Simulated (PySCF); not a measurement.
## Calculated data, C₂H₇BGe

Computed with PySCF 2.14.0. Calculation on a computer-drawn molecule: the log of a Hartree-Fock and frozen-core CCSD(T) single point meant for a local Hartree-Fock minimum, with one planted fault or none, to be diagnosed. Offsets are logged minus clean, where the clean run is the same molecule without the fault. The reference is restricted for singlets and unrestricted otherwise, and also for a bond in bohr or an excited solution. Adding or removing an electron swaps singlet and doublet. The excited solution moves the top pair (singlet) or top alpha electron (doublet) to the lowest empty orbital. Highest occupied and lowest empty are orbital energies over both spins, largest force is the largest gradient component, triples share is (T) over the correlation energy, the T1 limit is 0.02 restricted and 0.045 unrestricted, electrons count all cores, a negative frequency is imaginary (commonest isotopes), and the dipole is about the centre of nuclear charge; on germanium a core potential holds 10 electrons, which the energies leave out, and 3d is frozen in MP2 and coupled-cluster steps.

```xyz
11
formula=C2H7BGe meant_charge=0 meant_multiplicity=1 meant_basis=cc-pVDZ meant_basis_and_core_potential_on_germanium=cc-pVDZ-PP_ECP10MDF logged_electrons=56 logged_basis_functions=100 logged_SCF_converged=yes logged_spin_squared=1.2428 logged_highest_occupied=-7.7819 logged_lowest_empty=1.0675 logged_largest_force=0.041967 logged_T1_diagnostic=0.07511 logged_D1_diagnostic=0.26363 logged_triples_share=0.039985 logged_CC_converged=yes logged_dipole_magnitude=2.2016 logged_SCF_stable_within_its_kind=yes logged_energy_HF=-397.68369 logged_energy_CCSD(T)=-398.20904 possible_faults=no_fault,one_electron_removed,one_electron_added,multiplicity_raised_by_two,geometry_at_a_saddle_point,SCF_held_on_an_excited_solution,minimal_basis_STO-3G,one_bond_length_entered_in_bohr,all_coordinates_scaled
B     -0.7850     0.9515    -0.5258
Ge    -1.5776     0.2599     1.2384
C     -2.1009     1.4413     2.4563
C     -1.7619    -1.6586     1.5868
H     -0.6039     3.1866    -0.8265
H     -0.4181     0.2147    -1.3964
H     -2.5318     1.1692     3.4135
H     -2.0018     2.5048     2.2711
H     -2.3945    -2.1245     0.8289
H     -2.2105    -1.8192     2.5679
H     -0.7854    -2.1460     1.5613
```

Units: logged_highest_occupied, logged_lowest_empty in eV; logged_largest_force in hartree/bohr; logged_dipole_magnitude in debye; logged_energy_HF, logged_energy_CCSD(T) in hartree.

Drawn bonds:
```tsv
atom	other atom	order
1	2	1
2	3	2
2	4	1
1	5	1
1	6	1
3	7	1
3	8	1
4	9	1
4	10	1
4	11	1
```

Notes: T1 above single-reference limit.

## Withheld values
1. Which fault was planted in the run of C₂H₇BGe?

Answers
1. one bond length entered in bohr, row 4 of the drawn bonds

Further results for C₂H₇BGe:

| Property | Result |
| --- | --- |
| HF energy offset from clean run | 68.17 kcal/mol |
| CCSD(T) energy offset from clean run | 76.29 kcal/mol |
